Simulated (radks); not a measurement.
Spherical jellium clusters: N electrons in a uniform positive sphere of charge N and radius rs N^(1/3), rs = 2.73 bohr. Calculated with a radial shooting solver with Libxc functionals: non-relativistic Kohn-Sham, PBE, spin-polarised, spherical densities. Levels are named by radial order and angular momentum (1s, 1p, 1d, 2s, ...), and open shells are averaged over m.

N = 9, configuration 1s2 1p6 1d(up 1, down 0). This is the lowest configuration that the search found. Occupied and some empty levels:

level,occupation,eigenvalue (eV),<r> (bohr)
1s up,1,-7.2226,3.817
1s down,1,-7.1357,3.717
1p up,3,-4.8105,4.783
1p down,3,-4.5965,4.718
1d up,1,-2.1228,5.844
1d down,0,-1.8433,5.840
2s up,0,-1.7215,6.403
2s down,0,-1.5611,6.372

Energy (eV): total -12.2530, kinetic 29.088, external -444.39, Hartree 213.17, exchange-correlation -43.017, background 232.89.
